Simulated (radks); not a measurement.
Results of a calculation; reference values are marked as such.
Q: The mean radii <r> (bohr) of the occupied orbitals of an atom or ion are listed with their occupations. Level of theory: scalar-relativistic Kohn-Sham, BLYP, spin-polarised, spherical densities, point nucleus (a radial shooting solver on a logarithmic mesh with Libxc functionals).

orbital  occ.      <r>
1s up       1  0.02001
1s down     1  0.02001
2s up       1  0.08487
2s down     1  0.08487
2p up       3  0.07541
2p down     3  0.07541
3s up       1   0.2210
3s down     1   0.2209
3p up       3   0.2204
3p down     3   0.2203
3d up       5   0.1999
3d down     5   0.1998
4s up       1   0.4968
4s down     1   0.4969
4p up       3   0.5268
4p down     3   0.5270
4d up       5   0.5675
4d down     5   0.5679
5s up       1    1.166
5s down     1    1.171
5p up       3    1.329
5p down     2    1.339
4f up       7   0.7004
4f down     4   0.7057

Name the element and its charge. Open shells, if any, are filled with parallel spins first.

A: Z = 69, thulium, charge +5: Tm5+ in [Kr] 4d10 4f11 5s2 5p5. The 1s radius gives Z: for a bare nucleus <r> = (2 gamma + 1)/(2Z) with gamma = sqrt(1 - (Z/c)^2), 0.01977 bohr for Z = 69, and screening makes it slightly larger (0.02001 here). The occupations add up to 64, and the charge is Z minus that.
